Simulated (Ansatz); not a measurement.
**GaSiH7O (SMILES [SiH3][OH+][GaH3-]): the energy to break a bond**

The species is GaSiH7O (10 atoms), meant as a singlet with charge 0. SMILES: `[SiH3][OH+][GaH3-]`. Geometry: optimised at B3LYP/def2-SVP.

```xyz
10

Si   -0.5404    0.7277   -1.3497
O    -0.6284   -0.3316   -0.0088
Ga    0.8980   -0.5658    1.5519
H    -1.9035    0.8078   -1.9425
H     0.4204    0.2074   -2.3567
H    -0.1053    2.0296   -0.7975
H    -1.1422   -1.1455   -0.1018
H     0.2427    0.2971    2.6992
H     2.0740    0.0662    0.6991
H     0.7679   -2.1438    1.6096
```

Wanted: the dissociation energy of the Ga3–O2 bond into singlet GaH3 and singlet SiH4O (shapes relaxed at B3LYP/def2-SVP, no zero-point term). 1 Eh = 2625.50 kJ/mol = 27.2114 eV. Totals in Eh; open shells run unrestricted unless said.

```
                                level  program       GaSiH7O  singlet GaH3  singlet SiH4O
                          HF/def2-SVP   Ansatz  -2290.737450  -1924.713896    -366.001622
                         PBE/def2-SVP   Ansatz  -2292.839595  -1926.065300    -366.748429
MP2/def2-SVP, 15 core orbitals frozen   Ansatz  -2291.265085  -1924.939606    -366.296946
```

Work out the dissociation energy at each level.


1. HF/def2-SVP: (-1924.713896) + (-366.001622) − (-2290.737450) = 0.021932 Eh = 57.6 kJ/mol = 0.60 eV.
2. PBE/def2-SVP: (-1926.065300) + (-366.748429) − (-2292.839595) = 0.025866 Eh = 67.9 kJ/mol = 0.70 eV.
3. MP2/def2-SVP: (-1924.939606) + (-366.296946) − (-2291.265085) = 0.028533 Eh = 74.9 kJ/mol = 0.78 eV.

The levels span 58 to 75 kJ/mol; no measured value is set beside them. Hartree–Fock lacks the correlation of the bonding electrons, so it comes out low. A fragment with an even electron count was run as a singlet and may have a lower triplet. A bond enthalpy at 298 K also holds the loss of zero-point energy and thermal terms.
